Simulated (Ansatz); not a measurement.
Basis-set extrapolation for CH6S2Si (`CSS[SiH3]`) (PBE0-D4/def2-TZVP geometry, frozen core, Ansatz 0.2.0). Multiplicity 1, RHF reference.

```
                       def2-TZVPP    def2-QZVPP
                 HF  -1125.427900  -1125.461641
    MP2 correlation     -0.657856     -0.711391
CCSD(T) correlation     -0.750954       not run
```

Energies in hartree. Use E(X) = E(∞) + A·exp(−7.88·√X) for Hartree–Fock and E(X) = E(∞) + B·X^(−2.97) for correlation, with X = 3 and 4, and add CCSD(T) minus MP2 of the smaller set to the MP2 limit.

Problem. What is the CCSD(T) energy at the basis-set limit?

Solution. HF limit: -1125.461641 + (-0.033741) × 0.13774 = -1125.46629. MP2 limit: -0.711391 + (-0.053535) × 0.74074 = -0.75105. Higher-order term: -0.750954 − (-0.657856) = -0.09310. Total: -1126.31044 hartree, 82.6 kcal/mol below CCSD(T)/def2-TZVPP.
